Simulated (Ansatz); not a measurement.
Stepwise reaction of `N[SiH2]N` with hydrogen fluoride, as a gas-phase model of exchange steps in deposition or etching. ΔE in kJ/mol; ΔG adds harmonic PBE0-D4 terms to CCSD(T)/CBS, at 1 bar.

Isolated molecules relaxed with PBE0-D4/def2-TZVP in Ansatz; ΔE leaves out vibrations. CCSD(T)/CBS is the MP2 limit (def2-TZVPP, def2-QZVPP) plus CCSD(T) − MP2 in def2-TZVPP, frozen cores. This one scheme is used for every species. DFT in def2-TZVPP. B3LYP here is the variant with VWN-RPA as its local correlation; programs differ in this. Each species was taken in one conformer, which may not be the lowest.

```csv
step,reaction,PBE-D4,B3LYP-D4,ωB97M-V,CCSD(T)/CBS,ΔG(600 K)
1,`N[SiH2]N` + H–F → `N[SiH](N)F` + H₂,-141.1,-150.1,-150.9,-146.7,-144.7
```

Problem. Give the row of step 2, `N[SiH](N)F` + H–F → `N[Si](N)(F)F` + H₂. (Best estimate.)

Solution. Ansatz gave: 
```
step                                  reaction  PBE-D4  B3LYP-D4  ωB97M-V  CCSD(T)/CBS  ΔG(600 K)
   2  `N[SiH](N)F` + H–F → `N[Si](N)(F)F` + H₂  -135.9    -145.5   -146.4       -142.3     -134.7
```

Problem. By hand: ΔE of the 2 steps together at CCSD(T)/CBS.

Solution. (-146.7) + (-142.3) = -289.0 kJ/mol, or -144.5 kJ/mol a step.

In ΔE the steps differ by no more than 4.4 kJ/mol. All are downhill at CCSD(T)/CBS. ΔG lies between -144.7 and -134.7 kJ/mol a step. PBE-D4 differs from CCSD(T)/CBS by 5.6 to 6.4 kJ/mol a step. Isolated molecules leave out the surface, adducts and barriers. Largest T1 diagnostic: 0.010.
